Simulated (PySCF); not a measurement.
Compound: [CuCl2]- (charge -1 and singlet state).
Geometry (PBE0-D3(BJ)/def2-SVP, Å), atoms numbered from 1 in this order:
```
atom  x, y, z in Å
Cu1    0.0006    0.0003    0.0000
Cl2   -0.0178   -0.0222    2.1467
Cl3    0.0172    0.0219   -2.1467
```

Computed, not measured: PBE0-D3(BJ)/def2-SVP geometry optimisation, gas phase in PySCF 2.14.0.

Take the most abundant isotopes and a rigid rotor. 

(1) What are the moment of inertia and the rotational constant?

(2) List the first levels of a rigid rotor in a Σ state.

(3) Has it a pure rotational spectrum?

Results:

(1) I = 322.346 u·Å², B = 505379 MHz·u·Å²/I = 1568 MHz (0.0523 cm⁻¹, or 0.075 K as hB/k).

(2) E(J) = BJ(J+1): J = 1: 0.105, J = 2: 0.314, J = 3: 0.628, J = 4: 1.046, J = 5: 1.569, J = 6: 2.196 cm⁻¹.

(3) Not by electric dipole: D∞h allows no dipole (computed 0.00 D). Rotational Raman lines (ΔJ = 2) lie at B(4J + 6), spaced by 4B = 0.209 cm⁻¹, with nuclear-spin weights that differ between even and odd J.

Whether it is a minimum is left open (no frequencies). Constants of a rigid frame at the computed geometry: no zero-point averaging, no centrifugal distortion.

On one thread, x86-64 server, no GPU, shared host, this took 6.9 s wall. These figures are those of the optimisation.
